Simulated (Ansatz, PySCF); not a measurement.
Torsion H3–B1–O2–H5 in BH3O (SMILES BO); at each angle all else is relaxed with GFN2-xTB, and the levels are single points there.
Geometry at 0° (charge 0, multiplicity 1):
```xyz
5

B     -0.4393    -0.0551     0.0440
O      0.8228    -0.4102     0.2390
H     -1.3001    -0.8399    -0.1517
H     -0.6565     1.0960     0.0770
H      1.0330    -1.3448     0.2180
```

On the grid 0° to 330°, 240° is the highest and 0° the lowest point at CCSD(T)/CBS(cc-pVTZ, cc-pVQZ).

Frozen-core correlation. CBS(a, b) extrapolates the correlation energy as X⁻³ and adds the Hartree–Fock energy of set b. Rows in 6-31G* carry no dispersion term and start afresh at each structure (6-31G* with six Cartesian d functions).

Run with Ansatz (Gaussian orbitals); PySCF for 6-31G* rows, the dispersion terms. 

Task: What energy at 240° less that at 0° does CCSD(T)/CBS(cc-pVTZ, cc-pVQZ) give?

Result: 453 meV

Task: Estimate the energy at 240° less that at 0° that M06-2X/6-31G* returns for this input.

Result: 467 meV

Task: What energy at 240° less that at 0° does BLYP-D4/def2-TZVPP give?

Result: 447 meV

Ansatz is a first-principles code.
